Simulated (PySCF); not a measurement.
# Shapes and spin states of CuOBr

These are results of PBE0 in PySCF with Cu def2-TZVP, O def2-TZVP, Br def2-TZVP; no relativity; density-fitted integrals, not measurements.

Relaxations began from a few typed shapes and spin states; open shells are unrestricted. The search is not exhaustive: other isomers or separated fragments can lie lower, and high-lying points may rest on an excited occupation.

(1) Order these stationary points by electronic energy, lowest first, in kJ/mol from the lowest minimum.
A. singlet (closed shell, unstable to spin polarisation) C∞v: Cu–Br 2.185 Å, Cu–O 1.685 Å; Br–Cu–O 180.0°
B. singlet (closed shell, unstable to spin polarisation) Cs: Cu–Br 2.183 Å, Cu–O 1.655 Å; Br–Cu–O 127.3°
C. triplet C∞v: Cu–Br 2.189 Å, Cu–O 1.710 Å; Br–Cu–O 180.0°
D. broken-symmetry Ms = 0 (⟨S²⟩ 1.01) C∞v: Cu–Br 2.188 Å, Cu–O 1.702 Å; Br–Cu–O 180.0°

(2) Which of them are minima?

Results:

(1) C (0.0), D (41.5), B (143.9), A (148.4).

(2) By energy in kJ/mol, 0.0: minimum; 41.5: minimum; 143.9: minimum of the closed-shell surface only; 148.4: saddle point, 1 imaginary mode.

Formally Cu is in oxidation state +3, d8, with 2 unpaired electrons (the high-spin count). The Mulliken spin on Cu is 0.38, so most of the spin sits on the ligands and the formal count fails. The polar-tensor charge on Cu, 0.43, is far below the formal one.

For the lowest minimum: open d and f shells are described by one determinant, and the ground state may have another occupation or spin.

The electron or spin density has lower symmetry than the nuclear frame for the broken-symmetry Ms = 0 (⟨S²⟩ 1.01) C∞v at 41.5 kJ/mol, singlet (closed shell, unstable to spin polarisation) C∞v at 148.4 kJ/mol.
